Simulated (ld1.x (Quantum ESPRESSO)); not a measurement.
The numbers below are computed, except where a source is named.
Pseudopotentials across the periodic table

Generated with ld1.x 7.5 (TM, RRKJ, ultrasoft, PAW), atompaw 4.2 or ONCVPSP 4.0.1. The cutoff is in Ry: for ld1.x and atompaw files where the sum of valence levels is converged to 10 mRy in a Bessel basis, for ONCV files where the hardest occupied wave has 1 mHa per electron of residual kinetic energy. The error is the largest all-electron minus pseudo excitation energy over each file’s own four to seven test configurations (ionisations up to +4, promotions, holes and added fractions of an electron), all of which were solved. The labels leave out finer settings (local radius, basis sizes, second energies), which also bear on the numbers. Spin-polarised tests are not counted. The rows are a selection from randomly drawn settings: files with unsolved tests, undetermined cutoffs or missed reference levels are left out.

A true bound ghost makes a file unfit for plane-wave use even where its test errors are small: the radial tests pick states by their node count and pass the ghost by.

| element | potential | cutoff (Ry) | largest error (meV) | bound ghosts |
| --- | --- | --- | --- | --- |
| Ar | ultrasoft, PBEsol, scalar-relativistic, rc 1.10/1.30/1.50 (spd), local smoothed, core correction no, reference 3s2 3p6 | 35 | +75 | none |
| Mn | TM, LDA (PZ), scalar-relativistic, rc 2.55/2.80/1.90 (spd), local s, core correction yes, reference 3d6 4s1 4p0 | 70 | -1001 | none |
| Zr | TM, PBE, scalar-relativistic, rc 2.90/1.20/2.00 (spd), local smoothed, core correction yes, reference 4p6 4d2 5s1 5p0 | 55 | -44 | s |
| Hf | TM, PBEsol, scalar-relativistic, rc 2.55/3.90/3.15 (spd), local s, core correction yes, reference 5d2.5 6s1.5 6p0 | 18 | -118 | none |

Fill in the row for Be: TM, revPBE, scalar-relativistic, rc 1.60/3.70 (sp), local p, core correction yes, reference 2s2 2p0.

cutoff 10 Ry, largest error -159 meV, bound ghosts: none.

Fill in the row for W: TM, PBE, scalar-relativistic, rc 1.90/2.85/2.10 (spd), local p, core correction yes, reference 5d4 6s0 6p0.

cutoff 30 Ry, largest error -200 meV, bound ghosts: none.

Fill in the row for V: TM semilocal, PBE, scalar-relativistic, rc 2.40/1.55/1.25 (spd), local p, core correction yes, reference 3p6 3d3 4s2 4p0.

cutoff 120 Ry, largest error +145 meV, bound ghosts: none.
